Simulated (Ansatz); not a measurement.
`[SiH3][Se]BCl` + `C=C(N)S` → `C=C(N)S[SiH3]` + `ClB[SeH]`  (ligand exchange at the Si–Se bond)

Gas-phase electronic energies from Ansatz, PBE0-D4/def2-TZVP geometries. CCSD(T)/CBS is the MP2 limit (def2-TZVPP, def2-QZVPP) plus CCSD(T) − MP2 in def2-TZVPP, frozen cores. Functionals use def2-TZVPP. B3LYP here is the variant with VWN-RPA as its local correlation; programs differ in this. For Se outer-core shells are correlated without core-valence functions, which leaves a few kJ/mol of doubt a bond. Scalar relativity is left out up to krypton. One conformer a species, not always the lowest.

| level | ΔE (kcal/mol) | difference from CCSD(T)/CBS |
| --- | --- | --- |
| PBE-D4 | -1.3 | -0.5 |
| r2SCAN-D4 | -1.2 | -0.4 |
| PBE0-D4 | -1.1 | -0.3 |
| B3LYP-D4 | -1.4 | -0.6 |
| ωB97X-V | -1.3 | -0.5 |
| ωB97M-V | -1.3 | -0.5 |
| B2PLYP | -0.8 | 0.0 |
| PBE | -0.8 | 0.0 |
| r2SCAN | -1.1 | -0.3 |
| PBE0 | -0.6 | 0.2 |
| B3LYP | -0.5 | 0.3 |
| HF/def2-TZVPP | 0.0 | 0.8 |
| MP2/def2-TZVPP | -1.0 | -0.2 |
| SCS-MP2/def2-TZVPP | -1.0 | -0.2 |
| CCSD/def2-TZVPP | -1.0 | -0.2 |
| CCSD(T)/def2-TZVPP | -1.2 | -0.4 |
| HF/def2-QZVPP | 0.0 | 0.8 |
| MP2/def2-QZVPP | -0.8 | 0.0 |
| SCS-MP2/def2-QZVPP | -0.8 | 0.0 |
| HF/CBS(def2) | 0.0 | 0.8 |
| MP2/CBS(def2) | -0.6 | 0.2 |
| CCSD/CBS(def2) | -0.6 | 0.2 |
| CCSD(T)/CBS | -0.8 | 0 |

Largest T1 diagnostic among the species: 0.012.

The D4 term adds −0.8 kcal/mol with B3LYP and −0.5 kcal/mol with PBE0; it sums over pairs of atoms, weighted by their polarisabilities, and B3LYP, whose exchange is more repulsive, gets the larger term. In def2-TZVPP, CCSD(T) changes the Hartree–Fock value by −1.2 kcal/mol (the triples alone add −0.2 kcal/mol) and MP2 by −1.0 kcal/mol.
